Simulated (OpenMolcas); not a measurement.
An OpenMolcas run meant for B⁺ (ANO-R1, X2C; inactive shells 1s; intended active space 2 electrons in 4 orbitals (2s 2p)). One step of its input:

```
&CASPT2
Multistate=3 1 2 3
Frozen=20 20
IPEA=0.25
Imaginary=0.1
MaxIter=60
WThr=0.0 0.3 0.05
PrWF=0.5
NoMix
```

Lines from the output:

```
|       MOLCAS_SOURCE = <dir>
  |    MOLCAS_STRUCTURE = 0
  |
   --------------------------------------------------------------------------------------
++ ---------   Input file   ---------
>>> COPY JOB001 $Project.JobIph
&CASPT2
Multistate=3 1 2 3
Frozen=20 20
IPEA=0.25
Imaginary=0.1
MaxIter=60
WThr=0.0 0.3 0.05
PrWF=0.5
NoMix
-- ----------------------------------
>>> COPY JOB001 a.JobIph
*** symbolic link created: INPORB -> a.RasOrb
--- Start Module: caspt2 at  ---
()()()()()()()()()()()()()()()()()()()()()()()()()()()()()()()()()()()()()()()()()()()()()()()()()()
                                              &CASPT2
                                   only a single process is used
                       available to each process: 2.3 GB of memory, 1 thread
()()()()()()()()()()()()()()()()()()()()()()()()()()()()()()()()()()()()()()()()()()()()()()()()()()
 ###    WARNING: User changed nr of frozen orbitals.                         ###
 ###    ERROR: Too many frozen orbitals!                                     ###
--- Stop Module: caspt2 at  /rc=_RC_INPUT_ERROR_ ---
.####################.
.# User input error #.
.####################.
```

What is wrong with the input?

More orbitals are frozen than there are inactive ones.
